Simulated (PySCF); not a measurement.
Electron correlation in Ga (gallium, neutral)

[Ar] 3d10 4s2 4p1, 2P determinant. All numbers are calculated (PySCF 2.14, scalar relativity through the core potential, in aug-cc-pVQZ-PP with ECP10MDF). Frozen: 3s2 3p6 3d10; 3 electrons correlated.

```json
{"level": "CCSD", "correlation energy (mhartree)": "-48.03"}
{"level": "(T)", "correlation energy (mhartree)": "-0.97"}
{"level": "CCSD(T)", "correlation energy (mhartree)": "-49.00"}
```

Diagnostics: T1 = 0.014, D1 = 0.0318, largest double amplitude 0.044.

Cost of the coupled-cluster step: about 13 core-seconds, for 3 correlated electrons.
